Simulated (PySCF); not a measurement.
Radial density of Cl- (chlorine, charge -1)

BHandHLYP, [Ar], closed-shell 1S. Computed with PySCF 2.14 in x2c-QZVPPall with one added diffuse shell each of s, p, d, f type (10s7p5d3f1g, 86 functions), with scalar relativity by spin-free X2C-1e.

```csv
r (bohr),4πr²ρ (e/bohr)
0.00173,0.1358
0.00291,0.3564
0.00490,0.9119
0.00824,2.236
0.0139,5.100
0.0233,10.27
0.0392,16.79
0.0659,19.60
0.111,15.17
0.187,14.32
0.314,19.42
0.528,10.80
0.888,3.661
1.49,4.637
2.51,1.918
4.22,0.2627
7.11,0.01132
12.0,3.742e-05
```

Densities and radii are taken from the X2C orbitals without a picture-change correction, which distorts them close to the nucleus.
